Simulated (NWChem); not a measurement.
# Atomisation of ClLi

```
Li
Cl 1 2.0037
```
Charge 0, spin multiplicity 1.

Program: NWChem. The geometry was optimised at PBE0/def2-SVP, a minimum by its harmonic frequencies.

Basis set: def2-QZVP. The atomisation energy is electronic alone: no zero-point, thermal, spin-orbit or counterpoise terms. No value is extrapolated to the basis-set limit. Free atoms are single determinants with multiplicities Li 2, Cl 2. Correlated methods freeze the same cores in atoms and molecule, 5 orbitals in all.

Costs are rough ratios of processor time within this set of runs, SCF included, with HF as 1. Costs are the molecule's.

B3LYP has NWChem's definition, with VWN1-RPA local correlation. The structure started from a generated list of species. No SCF solution was tested for a lower state. Open-shell Hartree-Fock references start from PBE0 orbitals; any time given for them includes that run. Coupled-cluster values serve here as a point of comparison, not as the truth.

```json
[
 {"method": "HF", "atomisation energy (kcal/mol)": "…", "relative cost": "1"},
 {"method": "PBE0", "atomisation energy (kcal/mol)": "…", "relative cost": "under 3"},
 {"method": "PBE", "atomisation energy (kcal/mol)": "109.9", "relative cost": "under 3"},
 {"method": "BP86", "atomisation energy (kcal/mol)": "110.6", "relative cost": "under 3"},
 {"method": "B3LYP", "atomisation energy (kcal/mol)": "109.4", "relative cost": "under 3"},
 {"method": "TPSS", "atomisation energy (kcal/mol)": "…", "relative cost": "under 3"},
 {"method": "r2SCAN", "atomisation energy (kcal/mol)": "111.6", "relative cost": "under 3"},
 {"method": "MP2", "atomisation energy (kcal/mol)": "113.8", "relative cost": "3"},
 {"method": "CCSD(T)", "atomisation energy (kcal/mol)": "111.4", "relative cost": "10"}
]
```

### Question
What belongs in the gaps?

### Answer

- HF, atomisation energy (kcal/mol): 83.5
- PBE0, atomisation energy (kcal/mol): 108.9
- TPSS, atomisation energy (kcal/mol): 110.4
